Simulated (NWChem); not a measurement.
System: CH$_{8}$Si$_{2}$; SMILES [SiH3][SiH2]C

The following NWChem deck was run.

```
start job
memory heap 200 mb stack 900 mb global 1100 mb
geometry units angstroms noautoz
  Si     0.194887    -1.566592     0.000730
  Si    -0.616964     0.638243     0.001963
  C      0.791370     1.893059    -0.002581
  H     -0.929831    -2.553124     0.023453
  H      1.020484    -1.820035    -1.222671
  H      1.058133    -1.807189     1.200538
  H     -1.478843     0.829623     1.212545
  H     -1.485559     0.828273    -1.204032
  H      1.425344     1.767830    -0.893557
  H      1.425551     1.773449     0.889014
  H      0.395029     2.920109    -0.005833
end
basis spherical
  * library def2-svp
end
dft
  xc b3lyp
  iterations 150
  mulliken
end
task dft energy
```

Parts of the log:

```
             Northwest Computational Chemistry Package (NWChem) 7.3.0
             --------------------------------------------------------

 C1  symmetry detected

                             Geometry "geometry" -> ""
                             -------------------------

 Output coordinates in angstroms (scale by  1.889725989 to convert to a.u.)

  No.       Tag          Charge          X              Y              Z
 ---- ---------------- ---------- -------------- -------------- --------------
    1 Si                  14.0000     0.19844950    -1.57251742     0.00000260
    2 Si                  14.0000    -0.62737189     0.62712346    -0.00000899
    3 C                    6.0000     0.77298101     1.89084822    -0.00000074
    4 H                    1.0000    -0.92004717    -2.56617375     0.01909737
    5 H                    1.0000     1.02907153    -1.82012099    -1.22119078
    6 H                    1.0000     1.05983008    -1.80822135     1.20212031
    7 H                    1.0000    -1.49384533     0.81244144     1.20823416
    8 H                    1.0000    -1.49376318     0.81223052    -1.20835254
    9 H                    1.0000     1.41023736     1.77007820    -0.88924903
   10 H                    1.0000     1.40540054     1.77482677     0.89331795
   11 H                    1.0000     0.37014355     2.91536536    -0.00388358

 Effective nuclear repulsion energy (a.u.)     149.1713920242

                                 NWChem DFT Module
                                 -----------------

 Summary of "ao basis" -> "ao basis" (spherical)
 ------------------------------------------------------------------------------
       Tag                 Description            Shells   Functions and Types
 ---------------- ------------------------------  ------  ---------------------
 Si                         def2-svp                 8       18   4s3p1d
 C                          def2-svp                 6       14   3s2p1d
 H                          def2-svp                 3        5   2s1p

            General Information
            -------------------
          SCF calculation type: DFT
          Wavefunction type:  closed shell.
          No. of atoms     :    11
          No. of electrons :    42
           Alpha electrons :    21
            Beta electrons :    21
          Charge           :     0
          Spin multiplicity:     1
          Use of symmetry is: off; symmetry adaption is: off
          Maximum number of iterations: 150
          AO basis - number of functions:    90
                     number of shells:    46
          Convergence on energy requested:  1.00D-06
          Convergence on density requested:  1.00D-05
          Convergence on gradient requested:  5.00D-04

              XC Information
              --------------
                         B3LYP Method XC Potential
                     Hartree-Fock (Exact) Exchange  0.200
                        Slater Exchange Functional  0.800 local
                    Becke 1988 Exchange Functional  0.720 non-local
              Lee-Yang-Parr Correlation Functional  0.810
                  VWN I RPA Correlation Functional  0.190 local

             Grid Information
             ----------------
          Grid used for XC integration:  medium
          Radial quadrature: Mura-Knowles
          Angular quadrature: Lebedev.
          Tag              B.-S. Rad. Rad. Pts. Rad. Cut. Ang. Pts.
          ---              ---------- --------- --------- ---------
          Si                  1.10       88          11.0       590
          C                   0.70       49          12.0       434
          H                   0.35       45          13.0       434
          Grid pruning is: on
          Number of quadrature shells:   585
          Spatial weights used:  Erf1

      Superposition of Atomic Density Guess
      -------------------------------------

 Sum of atomic energies:        -619.09613126

      Non-variational initial energy
      ------------------------------

 Total energy =    -620.404975
 1-e energy   =   -1151.747564
 2-e energy   =     382.171197
 HOMO         =      -0.313786
 LUMO         =       0.053837

     ---------------------------------------------
      Total Density - Mulliken Population Analysis
     ---------------------------------------------

    Atom       Charge   Shell Charges
 -----------   ------   -------------------------------------------------------
    1 Si  14    13.83   2.00  1.99  1.03  0.30  5.94  1.17  1.31  0.09
    2 Si  14    13.68   2.00  1.99  1.02  0.28  5.94  1.14  1.18  0.14
    3 C    6     6.58   1.99  0.96  0.29  2.11  1.22  0.01
    4 H    1     1.06   0.69  0.36  0.01
    5 H    1     1.06   0.69  0.36  0.01
    6 H    1     1.06   0.69  0.36  0.01
    7 H    1     1.07   0.70  0.36  0.01
    8 H    1     1.07   0.70  0.36  0.01
    9 H    1     0.86   0.65  0.18  0.03
   10 H    1     0.86   0.65  0.18  0.03
   11 H    1     0.86   0.65  0.18  0.03

   convergence    iter        energy       DeltaE   RMS-Dens  Diis-err
 ---------------- ----- ----------------- --------- --------- ---------
 d= 0,ls=0.0,diis     1   -621.7034487993 -7.71D+02  5.78D-03  2.10D-01
 d= 0,ls=0.0,diis     2   -621.7270450623 -2.36D-02  2.65D-03  2.59D-02
 d= 0,ls=0.0,diis     3   -621.7294020844 -2.36D-03  1.00D-03  1.50D-02
 d= 0,ls=0.0,diis     4   -621.7316096184 -2.21D-03  2.05D-04  2.90D-04
 d= 0,ls=0.0,diis     5   -621.7316546256 -4.50D-05  4.06D-05  1.37D-05
  Resetting Diis
 d= 0,ls=0.0,diis     6   -621.7316568891 -2.26D-06  7.03D-06  2.88D-07
 d= 0,ls=0.0,diis     7   -621.7316569446 -5.54D-08  2.18D-06  9.90D-09

         Total DFT energy =     -621.731656944568
      One electron energy =    -1154.913142240225
           Coulomb energy =      434.246822779349
    Exchange-Corr. energy =      -50.236729507843
 Nuclear repulsion energy =      149.171392024152

 Numeric. integr. density =       42.000011713285

[...]
```

Level: B3LYP/def2-SVP. All runs use the structure optimised with PBE0/def2-SVP. B3LYP is NWChem's, with the RPA form of VWN correlation.
